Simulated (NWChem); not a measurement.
# C₅H₂FN; SMILES C(#C)/C=C(/F)C#N

```xyz
9

C      0.2212    -2.8072     0.0000
C     -0.3450    -1.7190     0.0000
C     -1.0255    -0.4824     0.0000
C     -0.4107     0.7343     0.0000
F     -1.1382     1.8603     0.0000
C      1.0050     0.9411     0.0000
N      2.1631     1.1352     0.0000
H      0.7324    -3.7602     0.0000
H     -2.1294    -0.4740     0.0000
```
Atoms are numbered in this order, from 1.

Level: PBE-D3(BJ)/def2-SVP (NWChem), optimised geometry, unscaled harmonic frequencies. 

Task: List the harmonic frequencies with IR intensities, and the thermochemistry.

Result: 
```
frequency (cm⁻¹)  IR intensity (km/mol)
----------------  ---------------------
97                                  2.5
162                                 0.3
210                                 0.9
287                                 2.0
366                                 7.6
468                                 8.7
483                                 0.9
628                                 7.6
631                                30.7
633                                 5.9
665                                31.6
779                                 7.5
839                                19.0
1051                               14.8
1197                              141.0
1313                               66.6
1634                               31.8
2151                                3.8
2271                               14.6
3099                                8.5
3404                               88.2
```

```json
{
  "zero_point_energy": "32.0 kcal/mol",
  "thermal correction to the enthalpy at 298.15 K (with zero-point energy)": "36.8 kcal/mol",
  "heat capacity Cv": "23.3 cal/(mol K)",
  "entropy at 298.15 K and 1 atm (symmetry number 1)": "81.5 cal/(mol K)",
  "dipole_moment": "2.96 D"
}
```

Rigid rotor and harmonic oscillator; modes under 100 cm⁻¹ make the entropy uncertain.
